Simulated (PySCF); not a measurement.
**Pt⁴⁵⁺: ionisation energy**

Pt⁴⁵⁺ [Ar] 3d10 4s2 4p3 [4p1/2^2 4p3/2^1, M_J = 3/2] → Pt⁴⁶⁺ [Ar] 3d10 4s2 4p2 [4p1/2^2, M_J = 0], as a difference of total energies. Computed with PySCF 2.14 in an uncontracted even-tempered set (16 s from 6 bohr⁻², ratio 2.8; 13 p from 7.8 bohr⁻², ratio 2.8; 8 d from 14 bohr⁻², ratio 2.8; 4 f from 35 bohr⁻², ratio 3), with the two-component X2C-1e Hamiltonian. Correlated levels: [Ne] frozen; the 72 highest virtual spinors dropped. "Screened" scales the spin-orbit matrix elements by Boettger's factors to mimic the two-electron term; Breit and QED terms are absent.

```csv
method,ionisation energy (eV)
GHF (spin-free),2388.2
GMP2 (spin-free),2389.1
GHF (screened spin-orbit),2343.5
GMP2 (screened spin-orbit),2344.4
```

Breit and QED terms and the two-electron picture change are absent.

The spin-free rows relax to the high-spin LS determinant and lack the spin-orbit shift.

The labels give the starting determinants; with spin-orbit coupling the two ends relaxed to ⟨J²⟩ = 3.75, ⟨L²⟩ = 2.59, ⟨S²⟩ = 1.55 and ⟨J²⟩ = 0.00, ⟨L²⟩ = 1.39, ⟨S²⟩ = 1.39.

For comparison: 2350 ± 4 eV (theoretical estimate listed by NIST; NIST Atomic Spectra Database, ionization energies).
